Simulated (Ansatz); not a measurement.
CH$_{5}$GeS (`[CH3][GeH2][S]`) radical at its PBE0-D4/def2-TZVP geometry, where that method's forces vanish. The species carries charge 0 and has multiplicity 2.

```xyz
8

C    -0.0106   -1.0093   -0.3876
Ge   -0.1377    0.7849    0.3607
S     1.6381    2.0102   -0.1459
H     0.8967   -1.4950   -0.0283
H     0.0241   -0.9580   -1.4761
H    -0.8775   -1.6019   -0.0896
H    -0.1312    0.7574    1.9025
H    -1.4018    1.5116   -0.1357
```

Problem. What forces (eV/Å) does r2SCAN-D4/def2-TZVPP give on these atoms in Ansatz 0.2.0? (An estimate is asked.)

Solution. The calculation gave: 
```
C1  -0.006 -0.047 -0.003
Ge2  0.009  0.068  0.000
S3  -0.028 -0.017  0.016
H4  -0.022  0.012 -0.010
H5   0.000  0.003  0.026
H6   0.018  0.010 -0.009
H7  -0.005  0.000 -0.049
H8   0.034 -0.029  0.028
```
